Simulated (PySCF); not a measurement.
# Electron correlation in Cl (chlorine, neutral)

[Ne] 3s2 3p5, 2P determinant. Computed with PySCF 2.14 in cc-pV(D+d)Z, with the non-relativistic Hamiltonian (point nucleus). Frozen: [Ne]; 7 electrons correlated.

MP2 pair energies summed by pair of shells (mhartree):

```
 pair  energy  share (%)
3p-3p  -74.10       65.8
3s-3p  -31.35       27.8
3s-3s   -7.15        6.4
```

Total MP2 correlation energy: -112.60 mhartree.

Same-spin part -28.37 and opposite-spin part -84.24 mhartree; SCS-MP2 scales them by 1/3 and 6/5 to -110.54 mhartree.

| level | correlation energy (mhartree) |
| --- | --- |
| CCSD | -131.15 |
| (T) | -1.49 |
| CCSD(T) | -132.64 |

Diagnostics: T1 = 0.0056, D1 = 0.0191, largest double amplitude 0.048.

Cost of the coupled-cluster step: 0.13 s of wall time on 1 thread of Intel(R) Xeon(R) Platinum 8375C CPU @ 2.90GHz (shared host), for 7 correlated electrons.

Iterations:

```
CC2 = 0
CCSD nocc = (np.int64(4), np.int64(3)), nmo = (18, 18)
frozen orbitals [[0, 1, 2, 3, 4], [0, 1, 2, 3, 4]]
max_cycle = 100
direct = 0
conv_tol = 1e-08
conv_tol_normt = 1e-06
diis_space = 8
diis_start_cycle = 0
Init t2, MP2 energy = -0.112604703340192
Init E_corr(UCCSD) = -0.11260470334028
cycle = 1  E_corr(UCCSD) = -0.127275697333175  dE = -0.014670994  norm(t1,t2) = 0.0339038
cycle = 2  E_corr(UCCSD) = -0.12997155621445  dE = -0.00269585888  norm(t1,t2) = 0.0107049
cycle = 3  E_corr(UCCSD) = -0.131167237326372  dE = -0.00119568111  norm(t1,t2) = 0.00413706
cycle = 4  E_corr(UCCSD) = -0.131143727822806  dE = 2.35095036e-05  norm(t1,t2) = 0.00039046
cycle = 5  E_corr(UCCSD) = -0.131145927918948  dE = -2.20009614e-06  norm(t1,t2) = 8.1707e-05
cycle = 6  E_corr(UCCSD) = -0.131145603056908  dE = 3.2486204e-07  norm(t1,t2) = 1.60531e-05
cycle = 7  E_corr(UCCSD) = -0.131145722221843  dE = -1.19164935e-07  norm(t1,t2) = 3.76274e-06
cycle = 8  E_corr(UCCSD) = -0.131145687068798  dE = 3.51530451e-08  norm(t1,t2) = 5.7618e-07
cycle = 9  E_corr(UCCSD) = -0.131145694245472  dE = -7.17667473e-09  norm(t1,t2) = 1.00014e-07
UCCSD converged
E(UCCSD) = -459.6025420848099  E_corr = -0.1311456942454723
UCCSD(T) correction = -0.00149362836877489
```
